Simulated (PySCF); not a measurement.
Al(F)(Cl)(vinyl) (C₂H₃AlClF), SMILES C=[CH][Al]([F])[Cl].

Geometry: PBE-D3(BJ)/def2-SVP. One conformer was computed; it need not be the lowest.

The numbers are results of PySCF with PBE-D3(BJ)/def2-SVP, not measurements.

Frequencies are harmonic and unscaled.

| mode | ν (cm⁻¹) | IR (km/mol) | moving atoms (share of kinetic energy) |
|---|---|---|---|
| 1 | 83 | 1.1 | C 48 %, H 29 %, F 16 % |
| 2 | 101 | 1.1 | C 36 %, Cl 32 %, H 16 %, Al 8 % |
| 3 | 198 | 20.5 | F 56 %, Cl 21 %, Al 12 %, C 9 % |
| 4 | 217 | 23.0 | Al 55 %, H 25 %, F 10 % |
| 5 | 297 | 7.1 | C 53 %, H 17 %, Al 14 %, F 14 % |
| 6 | 462 | 21.5 | Cl 43 %, C 23 %, Al 16 %, F 13 % |
| 7 | 462 | 56.1 | H 62 %, C 28 %, Al 9 % |
| 8 | 678 | 133.1 | Al 49 %, C 32 %, H 12 % |
| 9 | 866 | 115.2 | F 49 %, Al 48 % |
| 10 | 961 | 13.9 | H 87 %, C 12 % |
| 11 | 969 | 23.6 | H 72 %, C 28 % |
| 12 | 1017 | 12.6 | H 94 % |
| 13 | 1219 | 4.0 | H 71 %, C 28 % |
| 14 | 1370 | 18.3 | H 82 %, C 17 % |
| 15 | 1597 | 13.4 | C 84 %, H 16 % |
| 16 | 3037 | 13.6 | H 95 % |
| 17 | 3070 | 3.2 | H 92 %, C 8 % |
| 18 | 3129 | 5.6 | H 89 %, C 11 % |
